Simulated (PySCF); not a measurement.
Working with the constants of CsSi

UHF-CCSD(T) constants of CsSi, ⁴Σ⁻ (quartet), unpaired electrons σ ↑, π ↑↑ (Cs def2-SVPD with ECP46, Si def2-SVPD; scalar-relativistic core potentials (PySCF 2.14); masses 132.9054 and 27.9769 u):

- ωe: 163.6 cm⁻¹
- ωexe: 0.51 cm⁻¹
- Be: 0.062422 cm⁻¹
- αe: 0.000282 cm⁻¹
- D (centrifugal): 3.63e-08 cm⁻¹
- De to Cs + Si: 1.46 eV

Problem. Give the vibrational terms G(v) and spacings up to v = 6.

Solution. G(v) = ωe(v+½) − ωexe(v+½)².

| v | G(v) (cm⁻¹) | G(v) − G(v−1) | Bv (cm⁻¹) |
| --- | --- | --- | --- |
| 0 | 81.7 |  | 0.06228 |
| 1 | 244.3 | 162.6 | 0.06200 |
| 2 | 405.8 | 161.6 | 0.06172 |
| 3 | 566.4 | 160.5 | 0.06143 |
| 4 | 725.9 | 159.5 | 0.06115 |
| 5 | 884.4 | 158.5 | 0.06087 |
| 6 | 1041.9 | 157.5 | 0.06059 |

Problem. How well does the Morse estimate ωe²/(4ωexe) reproduce De, and what is D0?

Solution. It gives 1.63 eV, 111 % of the computed De. D0 = De − G(0) = 1.46 − 0.01 = 1.45 eV.

Correlated steps freeze 5 core orbitals. Correlated levels converge slowly with the basis: in double zeta they bind strong bonds too weakly, by up to about 1 eV, and carry superposition errors of some tenths. Spin–orbit coupling is left out, which matters for elements this heavy, above all for dissociation energies. The state was picked by a PBE0 search and need not be the measured ground state.
